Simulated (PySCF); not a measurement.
# Highest orbital energy against ionisation energy along group 14

Calculated with PySCF 2.14, no spin-orbit coupling. Each cell gives −ε(HOMO) / ΔSCF in eV; NIST values include spin-orbit coupling, (s) semi-empirical, (t) theoretical.

```json
{"species": "C(2+) (ANO-RCC-VTZP, spin-free X2C)", "UHF": "46.120 / 45.803", "LDA": "40.169 / 46.954", "PBE": "40.382 / 47.117", "PBE0": "42.060 / 47.056", "r2SCAN": "40.699 / 46.644", "NIST (lowest levels)": "47.888"}
{"species": "Si(2+) (ANO-RCC-VTZP, spin-free X2C)", "UHF": "32.232 / 32.029", "LDA": "28.662 / 33.593", "PBE": "28.536 / 33.453", "PBE0": "29.694 / 33.315", "r2SCAN": "28.721 / 32.941", "NIST (lowest levels)": "33.493"}
{"species": "Ge(2+) (ANO-RCC-VTZP, spin-free X2C)", "UHF": "32.464 / 32.244", "LDA": "29.662 / 34.844", "PBE": "29.265 / 34.428", "PBE0": "30.288 / 34.064", "r2SCAN": "29.553 / 34.078", "NIST (lowest levels)": "34.058"}
{"species": "Sn(2+) (ANO-RCC-VTZP, spin-free X2C)", "UHF": "28.774 / 28.535", "LDA": "26.493 / 31.130", "PBE": "26.049 / 30.657", "PBE0": "26.960 / 30.321", "r2SCAN": "26.219 / 30.288", "NIST (lowest levels)": "30.506"}
{"species": "Pb(2+) (ANO-RCC-VTZP, spin-free X2C)", "UHF": "30.119 / 29.790", "LDA": "27.800 / 32.590", "PBE": "27.370 / 32.105", "PBE0": "28.312 / 31.754", "r2SCAN": "27.577 / 31.875", "NIST (lowest levels)": "31.937"}
```

How far is −ε(HOMO) from ΔSCF on average for each method, and why?

UHF 0.26 eV; LDA -5.26 eV; PBE -5.23 eV; PBE0 -3.84 eV; r2SCAN -4.61 eV. Hartree-Fock orbital energies lack relaxation and so exceed the ΔSCF value; semilocal functionals have convex E(N) from self-interaction, so their HOMO lies far too high; exact exchange moves hybrids part of the way back.
